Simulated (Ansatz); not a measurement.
Mulliken charges of C3H4AlCl, SMILES `Cl[CH2][Al]1[CH]=[CH]1` from r2SCAN/def2-TZVPP in Ansatz (PBE0-D4/def2-TZVP geometry).

```json
{"atom": "Cl1", "x (Å)": "-1.421", "y (Å)": "1.816", "z (Å)": "1.302", "charge (e)": "-0.151"}
{"atom": "C2", "x (Å)": "0.241", "y (Å)": "1.121", "z (Å)": "1.525", "charge (e)": "-0.194"}
{"atom": "Al3", "x (Å)": "0.136", "y (Å)": "-0.075", "z (Å)": "-0.006", "charge (e)": "0.485"}
{"atom": "C4", "x (Å)": "-0.245", "y (Å)": "-1.611", "z (Å)": "-0.963", "charge (e)": "-0.229"}
{"atom": "C5", "x (Å)": "0.272", "y (Å)": "-0.630", "z (Å)": "-1.765", "charge (e)": "-0.229"}
{"atom": "H6", "x (Å)": "0.946", "y (Å)": "1.948", "z (Å)": "1.473", "charge (e)": "0.106"}
{"atom": "H7", "x (Å)": "0.272", "y (Å)": "0.672", "z (Å)": "2.515", "charge (e)": "0.106"}
{"atom": "H8", "x (Å)": "-0.565", "y (Å)": "-2.608", "z (Å)": "-1.261", "charge (e)": "0.053"}
{"atom": "H9", "x (Å)": "0.453", "y (Å)": "-0.679", "z (Å)": "-2.837", "charge (e)": "0.053"}
```

Task: By hand: the dipole of these point charges (1 e Å = 4.8032 D).

Result: Σ q r = (0.351, 0.089, 0.335) e Å, of length 0.493 e Å = 2.37 D.

Task: How does the dipole of the full density compare? (An estimate is asked.)

Result: Ansatz gave: (0.290, 0.078, 0.283) e Å, 1.98 D; the point charges give 1.20 times that, at 1° from its direction.

Point charges leave out the atoms' own dipoles, such as those of lone pairs, and Mulliken's split depends on the basis, so the two needn't agree.
